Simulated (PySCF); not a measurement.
Species: C₃H₁₀Si₂.
Numbering: `[CH3:1]/[C:2]([SiH3:3])=[CH:4]\[SiH3:5]` (hydrogens: H6, H7, H8 on C1; H9, H10, H11 on Si3; H12 on C4; H13, H14, H15 on Si5)

Computed with PySCF, PBE0-D3(BJ)/def2-SVP geometry optimisation, gas phase.

(1) Give the optimised bond lengths and angles.

Results:

(1) 
| bond | length (bohr) | order |
| --- | --- | --- |
| C1–C2 | 2.838 | single |
| C2–Si3 | 3.563 | single |
| C2=C4 | 2.550 | double |
| C4–Si5 | 3.553 | single |
| C1–H6, C1–H7, C1–H8 | 2.083 | single |
| Si3–H9, Si3–H10, Si3–H11 | 2.827 | single |
| C4–H12 | 2.076 | single |
| Si5–H13, Si5–H14, Si5–H15 | 2.827 | single |

Bonds in one row agree within 0.02 bohr and their mean is given. Orders are formal, as drawn. A selection of angles:
| angle | degrees |
| --- | --- |
| C2–C1–H6 | 110.9 |
| C2–C1–H8 | 112.9 |
| H6–C1–H7 | 106.4 |
| H6–C1–H8 | 107.7 |
| C1–C2–Si3 | 117.1 |
| C1–C2–C4 | 123.4 |
| Si3–C2–C4 | 119.5 |
| C2–Si3–H9 | 110.3 |
| H9–Si3–H10 | 107.2 |
| H9–Si3–H11 | 109.6 |
| C2–C4–Si5 | 125.9 |
| C2–C4–H12 | 117.9 |
| Si5–C4–H12 | 116.2 |
| C4–Si5–H13 | 111.8 |
| C4–Si5–H14 | 108.8 |
| H13–Si5–H14 | 108.4 |
| H14–Si5–H15 | 108.5 |

Torsions: C1–C2–C4–Si5 0° (synperiplanar). The mirror-image conformer, all signs reversed, is as good.

Of the pairs four or more bonds apart, Si5···H8 is among the closest relative to their van der Waals radii: 2.74 Å, 83 % of the sum of Bondi's values. Si5 (SiH3 silicon) is tetrahedral (angles from 107.6° to 111.8°). Si3 (SiH3 silicon) is tetrahedral (angles from 107.2° to 110.4°). The C–C distances run from 1.349 Å (C2=C4, drawn double) to 1.502 Å (C1–C2, drawn single), a spread of 0.153 Å. The 5 heavy atoms lie in one plane (0.000 Å rms).

Point group: near Cs, missed by 0.11 Å at most; the miss may be what the optimiser left on a soft mode. Stationary, but not proved a minimum.
